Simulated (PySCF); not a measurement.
# `[N+](#[C-])C1=CC=C[SiH2]1`, C$_{5}$H$_{5}$NSi

Geometry:
```csv
atom,x (Å),y (Å),z (Å)
C1,3.471,0.134,-0.121
N2,2.301,0.174,-0.087
C3,0.962,0.139,-0.043
C4,0.177,1.234,-0.096
C5,-1.247,0.980,-0.033
C6,-1.629,-0.302,0.070
Si7,-0.119,-1.428,0.103
H8,0.556,2.243,-0.180
H9,-1.933,1.814,-0.070
H10,-2.666,-0.588,0.123
H11,0.103,-2.112,1.374
H12,0.026,-2.288,-1.068
```

Method: PySCF, TDDFT wB97X-D/def2-SVPD excited states, vertical, gas phase. Geometry: GFN2-xTB.

Problem. How strongly do the lowest singlets absorb one photon, and two photons of half the energy?

Solution. δ for parallel linear polarisation; σ at the peak of a Lorentzian of half width 0.1 eV, single beam; Ω is circular over linear.
```csv
state,E (eV),f,photon λ (nm),δ (au),σ (GM),Ω,main
S1,4.03,0.143,616,0.49,0.00,0.62,HOMO→LUMO 0.97
S2,5.13,0.000,484,1.59,0.01,1.50,"HOMO−1→LUMO 0.75, HOMO−2→LUMO 0.22"
S3,6.06,0.002,409,1.42,0.02,1.50,HOMO→LUMO+1 0.82
S4,6.18,0.010,401,3.93,0.06,1.50,"HOMO−4→LUMO 0.67, HOMO−2→LUMO 0.14"
S5,6.31,0.010,393,19.7,0.29,1.50,"HOMO−2→LUMO 0.57, HOMO−4→LUMO 0.18"
```

Among these, the strongest one-photon state is S1, the strongest two-photon state S5, with a dipole change of 6.5 D (relaxed, norm of the difference vector).
